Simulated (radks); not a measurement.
Coulomb parameter of the 4f shell of the praseodymium ion Pr3+ in the model configuration [Xe] 4f1 6s1, as a second difference U = [E(n + 0.5) + E(n - 0.5) - 2 E(n)] / (0.5)^2 with all orbitals relaxed. "Bare": the charge of the atom changes with n. "Screened": the 6s shell takes up the change at fixed total charge, which measures U(4f,4f) + U(6s,6s) - 2 U(4f,6s). All-electron calculation, scalar-relativistic Kohn-Sham, PBE, spin-unpolarised, spherical densities, point nucleus. Program: a radial shooting solver on a logarithmic mesh with Libxc functionals.

case              configuration  E - E(n) (eV)
start              [Xe] 4f1 6s1          0.000
bare +0.5        [Xe] 4f1.5 6s1        -17.466
bare -0.5        [Xe] 4f0.5 6s1         22.226
screened +0.5  [Xe] 4f1.5 6s0.5         -7.144
screened -0.5  [Xe] 4f0.5 6s1.5          9.195

U(bare) = 19.040 eV, U(screened by 6s) = 8.206 eV, against the Slater integral F0(4f,4f) = 26.758 eV with frozen orbitals.
